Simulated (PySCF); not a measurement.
C3H7Te, SMILES CC(C)[Te], multiplicity 2.

Geometry optimised at B3LYP-D3(BJ)/def2-SVP. A frequency run showed that this geometry is not a minimum. The isomer is the one that the SMILES or the coordinates give; other isomers of the formula were not compared. The def2 effective core potentials stand for the cores of Te; spin–orbit coupling is left out.

Method: TDA-ωB97X/def2-SVPD in PySCF.

Vertical excitations. The molecule is in vacuum.

```json
[
 {"state": "root 1", "energy (eV)": "2.41", "λ (nm)": "514", "f": "0.001", "main pairs": "β HOMO−1→LUMO 97 %"},
 {"state": "root 2", "energy (eV)": "3.70", "λ (nm)": "335", "f": "0.000", "main pairs": "α HOMO→LUMO 28 %, α HOMO→LUMO+4 5 %, β HOMO→LUMO+1 52 %, β HOMO→LUMO+5 10 %"},
 {"state": "root 3", "energy (eV)": "4.26", "λ (nm)": "291", "f": "0.001", "main pairs": "α HOMO→LUMO 54 %, β HOMO→LUMO+1 30 %"},
 {"state": "root 4", "energy (eV)": "5.01", "λ (nm)": "247", "f": "0.000", "main pairs": "α HOMO−1→LUMO 81 %, α HOMO−1→LUMO+4 13 %"},
 {"state": "root 5", "energy (eV)": "5.42", "λ (nm)": "229", "f": "0.000", "main pairs": "α HOMO−2→LUMO 35 %, α HOMO−2→LUMO+4 8 %, β HOMO−1→LUMO+1 37 %, β HOMO−1→LUMO+5 9 %"},
 {"state": "root 6", "energy (eV)": "5.59", "λ (nm)": "222", "f": "0.090", "main pairs": "β HOMO→LUMO+2 92 %"},
 {"state": "root 7", "energy (eV)": "5.71", "λ (nm)": "217", "f": "0.000", "main pairs": "β HOMO−2→LUMO 97 %"},
 {"state": "root 8", "energy (eV)": "5.91", "λ (nm)": "210", "f": "0.000", "main pairs": "β HOMO−3→LUMO 96 %"},
 {"state": "root 9", "energy (eV)": "6.00", "λ (nm)": "207", "f": "0.088", "main pairs": "α HOMO→LUMO+1 88 %"},
 {"state": "root 10", "energy (eV)": "6.38", "λ (nm)": "194", "f": "0.015", "main pairs": "α HOMO→LUMO+3 8 %, β HOMO→LUMO+3 85 %"}
]
```
Unrestricted roots are not spin-pure.
